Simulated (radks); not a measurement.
Question: The antimony anion Sb3-, [Xe], held by a Watson sphere: a shell of charge +3 at radius R that stands for the Madelung well of a crystal (potential energy -3/R inside, -3/r outside, in hartree with lengths in bohr). All-electron calculation, scalar-relativistic Kohn-Sham, PBE, spin-polarised, spherical densities, finite nucleus; Fermi nuclear charge, rms radius of each element as measured or else 0.836 A^(1/3) + 0.57 fm. Program: a radial shooting solver on a logarithmic mesh with Libxc functionals. Response by self-consistent Sternheimer equations with the Hartree and adiabatic LDA kernel, the relativistic mass of each level held fixed and spin-orbit coupling left out. The sphere does not respond.

R (bohr)  e(4d) (eV)  e(5s) (eV)  e(5p) (eV)  <r> 5p (bohr)  sum of <r^2> (bohr^2)  X-ray form factor at sin(theta)/lambda = 0.3 1/angstrom  alpha (bohr^3)
2.48         -33.313     -15.099      -7.139          2.747                  84.47                                                   35.190           47.84
2.63         -32.826     -14.633      -6.917          2.806                  87.02                                                   35.216           52.05
4.49         -30.568     -10.855      -4.224          3.533                  122.6                                                   35.440           162.6
5.15         -30.238     -10.193      -3.540          3.774                  136.7                                                   35.448           241.1
5.53         -30.087      -9.913      -3.215          3.910                  145.3                                                   35.450           300.4
5.78         -30.001      -9.759      -3.025          3.998                  151.2                                                   35.451           346.1
5.82         -29.988      -9.736      -2.996          4.012                  152.1                                                   35.452           353.9
5.89         -29.966      -9.698      -2.947          4.036                  153.8                                                   35.452           368.0

Estimate the row for R = 3.22 bohr.

Answer: e(4d) (eV) -31.656; e(5s) (eV) -13.049; e(5p) (eV) -5.989; <r> 5p (bohr) 3.042; sum of <r^2> (bohr^2) 97.69; X-ray form factor at sin(theta)/lambda = 0.3 1/angstrom 35.330; alpha (bohr^3) 74.19.
